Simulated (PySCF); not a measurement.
**Dipole moment and polarisability of `O=C1CCc2c(Cl)cccc21`**

Compound: C9H7ClO.
SMILES with atom numbers: `[O:1]=[C:2]1[CH2:3][CH2:4][c:5]2[c:6]([Cl:7])[cH:8][cH:9][cH:10][c:11]21` (hydrogens: H12, H13 on C3; H14, H15 on C4; H16 on C8; H17 on C9; H18 on C10)

Structure used (PBE0-D3(BJ)/def2-SVP), in Å, numbered top down from 1:
```
atom  x, y, z in Å
O1    -1.6354   -2.5048    0.4139
C2    -1.3466   -1.3476    0.2402
C3    -2.3235   -0.1803    0.1111
C4    -1.4819    1.0715   -0.1706
C5    -0.0595    0.5912   -0.1013
C6     1.1222    1.3170   -0.2366
Cl7    1.0575    3.0263   -0.5126
C8     2.3520    0.6651   -0.1492
C9     2.4073   -0.7164    0.0711
C10    1.2386   -1.4580    0.2083
C11    0.0218   -0.7840    0.1208
H12   -2.8909   -0.1091    1.0525
H13   -3.0589   -0.4069   -0.6752
H14   -1.6569    1.8841    0.5519
H15   -1.6853    1.5022   -1.1647
H16    3.2691    1.2472   -0.2557
H17    3.3824   -1.2045    0.1350
H18    1.2499   -2.5362    0.3812
```

Level: wB97X-D/def2-SVPD (PySCF), static field, nuclei fixed, core orbitals frozen in the response. The polarisability tensor in these axes (au):

```
x   138.25   7.43  -2.45
y     7.43 142.27 -11.68
z    -2.45 -11.68  72.50
```

**Question.** Give the principal values, the mean and the anisotropy Δα = √{½[(α1 − α2)² + (α2 − α3)² + (α1 − α3)²]}.

**Answer.** Principal values 70.57, 132.96 and 149.49 au; mean 117.67 au = 17.44 Å³ = 19.40 × 10⁻⁴⁰ C²·m²/J; Δα = 72.09 au (61 % of the mean).

**Question.** What is the dipole moment, and where does it point?

**Answer.** (1.02, 1.78, -0.26) D, 2.07 D in size, pointing from the negative to the positive side. Measured along this direction, the outermost atoms are O1 at the negative end and Cl7 at the positive end.

**Question.** What molar refraction does this α imply?

**Answer.** Lorentz–Lorenz: R = (4π/3)N_A α = 2.5225 cm³/(mol·Å³) × 17.44 Å³ = 44.0 cm³/mol, in the limit of long wavelengths.

**Question.** Give the eigenvalues of the traceless quadrupole moment Θ = ½Σq(3rr − r²1), origin at the centre of nuclear charge.

**Answer.** -20.73, 1.62, 19.11 D·Å. The values depend on the origin, since the dipole doesn't vanish. The electronic extent ⟨r²⟩ about the same centre is 1954 bohr², a root-mean-square distance of 2.52 Å for the 86 electrons.

**Question.** In TDDFT the mean static polarisability is Σ f/ω² over all singlet excitations (ω in hartree). How much of it do the 10 lowest give? Their energies (eV) and oscillator strengths: 3.93, 0.0001; 4.83, 0.0419; 5.41, 0.1311; 6.27, 0.0075; 6.30, 0.5490; 6.52, 0.3335; 6.85, 0.0003; 7.00, 0.0008; 7.18, 0.0005; 7.45, 0.0110.

**Answer.** They add up to 21.01 au, 17.9 % of the 117.67 au; the largest single term is 10.24 au, from the state at 6.30 eV. Terms in order: 0.00, 1.33, 3.32, 0.14, 10.24, 5.81, 0.01, 0.01, 0.01, 0.15 au. Higher excitations give the rest. The strengths listed sum to 1.076.

Isolated species at its PBE0-D3(BJ)/def2-SVP geometry, gas phase.
